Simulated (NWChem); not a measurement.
# arsine (AsH₃); SMILES [AsH3]

Results from NWChem. Coordinates come from a PBE0/def2-SVP optimisation. Ions are spin-unrestricted doublets at the neutral geometry; other ion states weren't tried.

Task: Estimate the computed values for PBE0/def2-SVPD. Quantities: vertical ionisation energy, ΔSCF (eV); −ε(HOMO) (eV).

Result: 
```json
{
  "vertical ionisation energy, ΔSCF (eV)": "10.38",
  "−ε(HOMO) (eV)": "7.79"
}
```
